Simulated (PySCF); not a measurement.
An unknown gives this computed stick spectrum. Theory: TDDFT PBE0/def2-SVPD, vertical, gas phase, core orbitals frozen in the response (PySCF 2.14.0, density-fitted response routines). Geometries: GFN2-xTB, one conformer each.

```csv
state,λ (nm),f
S1,189.4,0.0036
S2,176.8,0.114
S3,171.4,0.0024
S4,165.2,0.0039
S5,163.9,0.0069
S6,162.7,0.014
S7,160.6,0.018
S8,160.3,0.0022
```

Triplets computed (Tamm–Dancoff): 5.91, 6.28, 6.57 eV.

Orbital energies (eV): HOMO-3 -9.91, HOMO-2 -9.07, HOMO-1 -8.79, HOMO -7.75, LUMO 0.02, LUMO+1 0.39, LUMO+2 0.64.

Question: Which structure fits? All have the formula C5H9NOSi.
A. `CO[C@@H]1[C@@H]([SiH3])[C@@H]1C#N`
B. `C[C@]1(C#N)CC[SiH2]O1`
C. `N#C[C@@H]1CC[C@@H]1[SiH2]O`

Answer: A. Its S1, at 6.55 eV, is the lowest among the candidates; the nearest of the others has S1 at 6.98 eV. S1 is HOMO→LUMO (85%). Löwdin shares by element: HOMO oxygen 33%, carbon 26% or more, nitrogen 11% (atoms not listed hold the other 29%); LUMO silicon 30%, hydrogen 17% or more, carbon 8% or more (atoms not listed hold the other 46%). At the same level the other candidates give, for their lowest levels:
- `N#C[C@@H]1CC[C@@H]1[SiH2]O`: 178 nm (f 0.003); 175 nm (f 0.003); 171 nm (f 0.007); 165 nm (f 0.001); 161 nm (f 0.007); T1 6.28 eV; HOMO -8.13, LUMO 0.06 eV
- `C[C@]1(C#N)CC[SiH2]O1`: 173 nm (f 0.003); 164 nm (f 0.029); 163 nm (f 0.000); 160 nm (f 0.018); 156 nm (f 0.005); T1 6.37 eV; HOMO -8.64, LUMO -0.05 eV

The values belong to the conformer `[CH3:1][O:2][C@@H:3]1[C@@H:4]([SiH3:5])[C@@H:6]1[C:7]#[N:8]`: C1–O2–C3–C4 152°.
